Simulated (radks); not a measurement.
Problem. Valence configurations of the technetium ion Tc3+ (all share [Kr]). Calculated with a radial shooting solver on a logarithmic mesh with Libxc functionals: scalar-relativistic Kohn-Sham, PBE, spin-polarised, spherical densities, finite nucleus; open shells are filled with parallel spins first (spin-orbit coupling, left out, can overturn this in heavy ions); Fermi nuclear charge, rms radius 4.4112 fm. Order these by energy: 4d2 5s1 5p1; 4d4; 4d3.5 5s0.5; 4d2 5s2; 4d3 5p1; 4d3 5s1.

Solution. From the lowest, in eV above it: 4d4 0.000; 4d3.5 5s0.5 4.186; 4d3 5s1 8.756; 4d3 5p1 15.640; 4d2 5s2 20.814; 4d2 5s1 5p1 26.257. NIST lists [Kr] 4d4 as the ground configuration; this level of theory agrees among the configurations tried. The energies are those of spherical high-spin densities, not of single terms.
